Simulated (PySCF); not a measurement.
# Bond curve of AuCl

Set-up: PySCF, scalar-relativistic core potentials, basis sets Au cc-pVDZ-PP with ECP60, Cl cc-pV(D+d)Z. Energies in eV from Au (5d10 6s1) + Cl in their ground configurations at the same level. State: ¹Σ⁺ (singlet), closed shell.

All columns are PBE0. A positive dipole means Au(−)Cl(+).

| R (Å) | E (eV) | μ (D) | Mulliken charge on Au (basis-dependent) | HOMO (eV) | LUMO (eV) | Mayer bond order | ⟨S²⟩ |
| --- | --- | --- | --- | --- | --- | --- | --- |
| 1.925 | -1.637 | -2.89 | 0.23 | -7.74 | -3.12 | 1.43 | 0.00 |
| 2.015 | -2.313 | -3.15 | 0.26 | -7.84 | -3.34 | 1.31 | 0.00 |
| 2.105 | -2.666 | -3.41 | 0.27 | -7.91 | -3.55 | 1.23 | 0.00 |
| 2.172 | -2.783 | -3.60 | 0.28 | -7.95 | -3.70 | 1.18 | 0.00 |
| 2.239 | -2.811 | -3.80 | 0.29 | -7.97 | -3.84 | 1.14 | 0.00 |
| 2.306 | -2.774 | -3.99 | 0.30 | -7.99 | -3.98 | 1.11 | 0.00 |
| 2.396 | -2.656 | -4.24 | 0.30 | -7.98 | -4.16 | 1.08 | 0.00 |
| 2.508 | -2.440 | -4.53 | 0.30 | -7.94 | -4.37 | 1.05 | 0.00 |
| 2.642 | -2.132 | -4.87 | 0.31 | -7.87 | -4.60 | 1.02 | 0.00 |
| 2.821 | -1.700 | -5.28 | 0.31 | -7.75 | -4.87 | 1.00 | 0.00 |

A fit through these points gives, at Re = 2.231 Å, μ = -3.77 D and dμ/dR = -2.87 D/Å; the reduced mass is 29.7 u.

Task: How strong is the fundamental in the double-harmonic approximation, I = 42.26·(dμ/dR)²/μred km/mol?

Result: I = 42.26·(-2.87)²/29.7 = 11.7 km/mol at PBE0.

These are scalar-relativistic numbers at best; spin–orbit coupling would shift them, the dissociation energy most.
